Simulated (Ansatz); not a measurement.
Coupled-cluster diagnostics for the cluster Hf₃Si₂ (the lowest singlet isomer of a short search), Ansatz.

Geometry of the singlet (PBE-D4/def2-SVP):

Cartesian coordinates in Å:
```
Hf -0.2870 1.6218 0.2246
Hf 1.0563 -0.8017 -1.0020
Hf -0.9080 -0.9685 0.9177
Si 1.4603 0.1228 1.3572
Si -1.3216 0.0257 -1.4975
```

In the def2 sets Hf takes a core potential; there is no spin–orbit coupling. Correlated methods freeze 10 core orbitals; core or outer-core shells of Hf are correlated, in sets that lack core-valence functions. The geometry of the singlet was relaxed on an unsound state (restricted singlet, unstable towards broken spin symmetry at other levels and untested here). At PBE0-D4/def2-TZVP a triplet of charge 0 lies 0.38 eV below the restricted singlet, each at its own geometry. The structure comes from a short search, and lower isomers may exist.

Q: Estimate the CCSD(T) correlation energy, the shares of MP2 and (T), T1 and the reference's ⟨S²⟩ for: charge 0, singlet, own geometry in def2-TZVP; and the rough time on 4 threads of Arm Neoverse V2 on a shared host.

A: 
```tsv
state	basis	correlation (eV)	MP2 share (%)	(T) share (%)	T1	⟨S²⟩ (pure)	wall time	remarks
charge 0, singlet, own geometry	def2-TZVP	-33.920	102.2	9.2	0.054	0.00 (0.00)	2.2 min	large T1 (0.054), restricted SCF unstable
```
Customary marks for T1 are 0.02 (closed shells), 0.045 (open shells) and about 0.05 (3d metals). T1 exceeds 0.02 in 1 of 1 rows and 0.045 in 1; the higher it lies, the less the single-reference result can be trusted.
